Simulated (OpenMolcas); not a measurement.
## Pd2+: moving or changing the point charges

Pd2+ among 4 point charges of -2.5 e arranged as a square (D4h), 2.25 Å from the ion.
```
   2.2500    0.0000    0.0000  -2.50
   0.0000    2.2500    0.0000  -2.50
  -2.2500    0.0000    0.0000  -2.50
   0.0000   -2.2500    0.0000  -2.50
```

```json
{
  "Program": "OpenMolcas 26.06",
  "Method": "SS-CASPT2, IPEA 0.25 Eh, imaginary shift 0.1 Eh (closed shells correlated: 4s 4p)",
  "Basis": "ANO-RCC-VDZP [6s5p3d1f]",
  "Scalar Hamiltonian": "DKH2, point nucleus",
  "Active space": "8 electrons in 5 orbitals (4d)",
  "State averaging": "2S+1 = 3 even, 10 roots; 2S+1 = 1 even, 15 roots",
  "Spin-orbit coupling": "RASSI with atomic mean-field integrals over the reference wave functions"
}
```

Runs around this geometry, states (labels of D4, the rotations of D4h). Energies in cm-1 above the lowest state or level, χT in cm3 K/mol.

```tsv
R (Å)	q (e)	Ground state	First state of that spin	First gap with spin-orbit (degeneracies)	χT at 300 K	First state of another spin
2.25	-1.62	3A2	3E 920	390 (1, 1)	1.999	1A1 6520
2.25	-2.5	3A2	3E 5620	960 (1, 2)	0.590	1A1 4990
2.45	-2.5	3A2	3E 2530	800 (1, 2)	0.934	1A1 6690
```

Taking the first state of the same spin as R^-n, n = -ln(2530 / 5620) / ln(2.45 / 2.25) = 9.4 between the shortest and longest distance.

Scaling the charges by -1.62 / -2.5 = 0.65 scales the first state of the same spin by 920 / 5620 = 0.16; with fixed orbitals a first-order splitting would follow the charge.

This shell can be high or low spin here, a state of another spin lies low, and with metal d orbitals alone active their balance is uncertain, so the ground spin may be wrong. Point charges give a weaker field than real ligands, and real ions of this kind are as a rule low spin; the high spin found here belongs to the model. Free-ion shares, where given, are those of the reference states; single-state CASPT2 does not remix them. Spin-orbit coupling mixes the spin-free states strongly: the lowest level takes only 60 % from its leading state, 3E, which lies 919 cm-1 above the lowest spin-free state (holds for R = 2.25, q = -1.62). This is an electrostatic model: the charges have no orbitals. No measured value stands beside these numbers.
